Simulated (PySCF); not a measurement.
Correlation energy of V⁺ (vanadium, charge +1)

[Ar] 3d3 4s1, high-spin 5F determinant (an excited configuration). Computed with PySCF 2.14 in x2c-QZVPPall (11s7p5d3f2g, 96 functions), with scalar relativity by spin-free X2C-1e. Frozen: [Ar]; 4 electrons correlated.

```
  level  correlation energy (mhartree)
   CCSD                         -34.95
    (T)                          -0.39
CCSD(T)                         -35.34
```

Diagnostics: T1 = 0.0074, D1 = 0.0145, largest double amplitude 0.016.

Cost of the coupled-cluster step: about 12 core-seconds, for 4 correlated electrons.
